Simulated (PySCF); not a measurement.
## ReO(OH)2, doublet: data card

All numbers come from UPBE/[Re def2-SVP with ECP60, O def2-SVP, H def2-SVP], scalar-relativistic core potentials, density fitting, no spin–orbit coupling, PySCF.

The structure is a minimum.

```xyz
6
charge 0 multiplicity 2, angstrom
Re    0.0214   -0.0244    0.0000
O    -0.0002   -1.7115    0.0000
O    -0.0701    0.9395    1.6100
O    -0.0701    0.9395   -1.6100
H    -0.8832    0.9350    2.1550
H    -0.8832    0.9350   -2.1550
```

```
Point group                                                                   : Cs
Bond lengths                                                                  : O–H 0.979 Å (×2), Re–O 1.687 Å, Re–O 1.879 Å (×2)
Bond angles                                                                   : H–O–Re 121.0° (×2), O–Re–O 118.0°, O–Re–O 120.8° (×2)
Principal polarisabilities                                                    : 46.4, 50.5, 52.0 bohr³
Principal quadrupole moments (Buckingham, traceless) about the centre of mass : -9.11, 1.39, 7.72 D Å
Zero-point energy                                                             : 71.7 kJ/mol
Spin squared ⟨S²⟩                                                             : 0.756
Atomisation energy without zero-point energy                                  : 2454 kJ/mol
Dipole moment                                                                 : 2.78 D
Highest occupied level (β)                                                    : -5.04 eV
Rotational symmetry number                                                    : 1
Entropy at 298.15 K and 1 bar (electronic part: spin only)                    : 344.0 J/(mol K)
Rotational constants                                                          : 0.214, 0.1795, 0.09949 cm⁻¹
Enthalpy at 298.15 K above 0 K                                                : 18.88 kJ/mol
Lowest empty level (β)                                                        : -3.77 eV
Heat capacity Cp at 298.15 K                                                  : 88.3 J/(mol K)
```

Harmonic modes (masses in u: Re 186.956, O 15.995, H 1.008):
```json
{"symmetry": "a''", "ω (cm⁻¹)": "96", "IR (km/mol)": "118"}
{"symmetry": "a'", "ω (cm⁻¹)": "175", "IR (km/mol)": "2.1"}
{"symmetry": "a'", "ω (cm⁻¹)": "186", "IR (km/mol)": "1.4"}
{"symmetry": "a''", "ω (cm⁻¹)": "239", "IR (km/mol)": "19.7"}
{"symmetry": "a'", "ω (cm⁻¹)": "300", "IR (km/mol)": "132"}
{"symmetry": "a''", "ω (cm⁻¹)": "577", "IR (km/mol)": "255"}
{"symmetry": "a'", "ω (cm⁻¹)": "624", "IR (km/mol)": "139"}
{"symmetry": "a''", "ω (cm⁻¹)": "714", "IR (km/mol)": "58.9"}
{"symmetry": "a'", "ω (cm⁻¹)": "718", "IR (km/mol)": "21.4"}
{"symmetry": "a'", "ω (cm⁻¹)": "1026", "IR (km/mol)": "93.1"}
{"symmetry": "a''", "ω (cm⁻¹)": "3667", "IR (km/mol)": "148"}
{"symmetry": "a'", "ω (cm⁻¹)": "3672", "IR (km/mol)": "114"}
```

Charges (e):
```json
{"atom": "Re1", "Mulliken": "0.53", "Löwdin": "-0.01", "polar tensor": "1.20", "spin (Mulliken)": "0.95", "Mayer order to Re1": "–"}
{"atom": "O2", "Mulliken": "-0.25", "Löwdin": "-0.04", "polar tensor": "-0.54", "spin (Mulliken)": "-0.05", "Mayer order to Re1": "2.28"}
{"atom": "O3,4", "Mulliken": "-0.37", "Löwdin": "-0.10", "polar tensor": "-0.67", "spin (Mulliken)": "0.03", "Mayer order to Re1": "1.22"}
{"atom": "H5,6", "Mulliken": "0.23", "Löwdin": "0.12", "polar tensor": "0.34", "spin (Mulliken)": "0.02", "Mayer order to Re1": "0.04"}
```
Other Mayer orders above 0.3: O–H 0.92 (×2).

Mulliken populations on Re1 (electrons outside its core potential): s 2.96, p 6.33, d 5.06, f 0.12.

Only a few start shapes were tried, so a lower isomer may exist. With open d or f shells other occupations or spin states may lie lower. With an element this heavy the missing spin–orbit coupling can shift these numbers.

The final relaxation and frequency run took 2.9 min on 2 threads of a shared Arm Neoverse N1 host, with 84 basis functions and 21 gradients; the process peaked at 1.2 GiB.
